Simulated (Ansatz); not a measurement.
Reactions of `OC[SiH2]O[SiH3]`.

Computed with Ansatz on PBE0-D4/def2-TZVP structures; ΔE is electronic, products minus reactants. CBS: MP2 limit from def2 TZ/QZ plus the TZ coupled-cluster correction, frozen cores. This one scheme is used for every species. Elements past krypton have def2 core potentials. For Ge, Te outer-core shells are correlated without core-valence functions, which leaves a few kJ/mol of doubt a bond. Scalar relativity is left out up to krypton. One conformer a species, not always the lowest.

(1) Order these by ΔE at CCSD(T)/CBS, lowest first. (Estimate.)
A. `OC[SiH2]O[SiH3]` + `[NH2][Al]([OH])[F]` → `[NH2][Al]([F])[O][SiH3]` + `OC[SiH2]O`
B. `OC[SiH2]O[SiH3]` + `N=CS` → `N=CSCO` + disiloxane
C. `OC[SiH2]O[SiH3]` → `C[Si](O)(O)[SiH3]`
D. `OC[SiH2]O[SiH3]` + `NC(F)[TeH]` → `OC[SiH2][TeH]` + `NC(F)O[SiH3]`
E. `OC[SiH2]O[SiH3]` + tetrafluoromethane → `F[SiH2]O[SiH3]` + `OCC(F)(F)F`
F. `OC[SiH2]O[SiH3]` + `[NH2][GeH2][OH]` → `[OH][GeH2][NH][SiH3]` + `OC[SiH2]O`

Largest T1 diagnostic: 0.014, for `N=CS`.

Answers

(1) E (-1.96 eV), C (-1.15 eV), A (-0.03 eV), B (+0.17 eV), D (+0.37 eV), F (+0.48 eV).
